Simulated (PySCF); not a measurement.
Compound: C₅H₂F₂.
Bonds: C1–C2 (triple), C2–C3, C3–F4, C3–C5 (double), C5–C6 (double), C6–F7. Hydrogens: H8 on C1; H9 on C6.

Computed, not measured: PySCF 2.14.0, PBE0-D3(BJ)/def2-TZVP geometry optimisation, gas phase.

List the bond lengths and angles at this level.

| bond | length (Å) | order |
| --- | --- | --- |
| C1≡C2 | 1.201 | triple |
| C2–C3 | 1.416 | single |
| C3–F4 | 1.343 | single |
| C3=C5 | 1.306 | double |
| C5=C6 | 1.297 | double |
| C6–F7 | 1.335 | single |
| C1–H8 | 1.065 | single |
| C6–H9 | 1.085 | single |

Orders are formal, as drawn. A selection of angles:
| angle | degrees |
| --- | --- |
| C2–C1–H8 | 179.9 |
| C1–C2–C3 | 179.9 |
| C2–C3–F4 | 114.2 |
| C2–C3–C5 | 124.9 |
| F4–C3–C5 | 120.9 |
| C3–C5–C6 | 176.0 |
| C5–C6–F7 | 122.9 |
| C5–C6–H9 | 124.6 |
| F7–C6–H9 | 112.5 |

The C–C distances run from 1.201 Å (C1≡C2, drawn triple) to 1.416 Å (C2–C3, drawn single), a spread of 0.215 Å.

Point group: C1 (no symmetry element, even within 0.4 Å). Stationary, but not proved a minimum.
